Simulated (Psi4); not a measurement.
CBr$_{4}$, triplet, at the geometry of the source list (a higher spin typed on purpose: for a closed-shell molecule this is an excited state), with bond 3-2 at 2.0 times its length. Base run: Psi4 with CAM-B3LYP/6-311G**.

Here is a job for Psi4.
```
memory 2 GB

molecule {
0 3
  Br    1.88530000   -0.43270000   -0.15840000
  C    -0.00000000   -0.00000000   -0.00000000
  Br   -0.53540000    3.76140000   -0.79480000
  Br   -0.59920000   -0.37070000    1.80840000
  Br   -1.01850000   -1.07720000   -1.25260000
}

set basis 6-311g**
set reference uks

energy('cam-b3lyp')
print_variables()
```

Each row names what was changed in the base input (with any setting that the change needs).

```
change                         ΔE vs base (mEh)  SCF cycles  grid points  basis functions                outcome
-----------------------------  ----------------  ----------  -----------  ---------------  ---------------------
base                                      0.000          14       103241              194              converged
basis_guess = sto-3g                      0.000           9       103241              194              converged
dft_pruning_scheme = treutler             0.007          14        54523              194              converged
e_convergence = 1e-4                      0.000          14       103241              194              converged
damping_percentage = 20                   0.000          24       103241              194              converged
e_convergence = 1e-10                     0.000          18       103241              194              converged
diis_max_vecs = 3                         0.000          18       103241              194              converged
damping_percentage = 50                       -           -            -              194  stopped with an error
scf_type = direct                         0.074          16       103241              194              converged
soscf = true                                  -           -            -              194  cut at the time limit
```

Open shells are given as the SCF converged; they aren't shown to be the lowest states, and a large step between rows can be another state.

- damping_percentage = 50: ended with `Exception: ADIIS minimization failed. File a bug, and include your entire input and output files.`
